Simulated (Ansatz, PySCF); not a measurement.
N,N-dimethyl-1-methylsilylmethanamine (C4H13NSi), SMILES C[SiH2]CN(C)C. Atoms are numbered in the order given.

```xyz
19

C      2.9614    -0.3493     0.1926
Si     1.3658     0.5754    -0.1783
C     -0.0985    -0.5715     0.2043
N     -1.3872    -0.1470    -0.2931
C     -2.3886    -1.1740    -0.1659
C     -1.8281     1.1101     0.2517
H      2.9918    -0.6715     1.2452
H      3.8385     0.2900     0.0103
H      3.0561    -1.2444    -0.4416
H      1.3180     1.8195     0.6553
H      1.3176     0.9859    -1.6167
H     -0.1068    -0.7786     1.3046
H      0.1599    -1.5355    -0.2703
H     -2.6111    -1.4433     0.8932
H     -3.3304    -0.8460    -0.6332
H     -2.0598    -2.0903    -0.6803
H     -2.7837     1.4053    -0.2083
H     -1.9782     1.0852     1.3567
H     -1.0988     1.9063     0.0359
```

Geometry: PBE0-D3(BJ)/def2-SVP. Other conformers were not sampled.

Vertical ionisation energy (IE) and electron affinity (EA) in eV. Rows of orbital energies are one-electron estimates. Where ΔSCF, EOM or ADC give a negative EA the extra electron is unbound and the value depends on the basis.

```
level                                                                       IE     EA
------------------------------------------------------------------------  ----  -----
−ε(HOMO), −ε(LUMO), r2SCAN/def2-TZVP (PySCF)                                 …      …
−ε(HOMO), −ε(LUMO), PBE/def2-TZVP (PySCF)                                 4.76  -0.02
ΔSCF, CAM-B3LYP/def2-SVPD (Ansatz), final states of multiplicity 2 and 2  8.13  -1.80
ΔSCF, PBE/def2-SVPD (Ansatz), final states of multiplicity 2 and 2        7.91  -1.43
```

Q: Complete the blanks. (An estimate is asked for; the answer gives what the named calculation found.)

A: 
- −ε(HOMO), −ε(LUMO), r2SCAN/def2-TZVP (PySCF), IE: 4.99
- −ε(HOMO), −ε(LUMO), r2SCAN/def2-TZVP (PySCF), EA: -0.51

Q: What vertical singlet–triplet gap does ΔSCF give with CAM-B3LYP/def2-SVPD (Ansatz, a quantum-chemistry and plane-wave program) and with PBE/def2-SVPD (Ansatz)? (The exact figures need the calculation; the answer reports its results.)

A: 5.72 and 5.16 eV (triplet above singlet where positive).
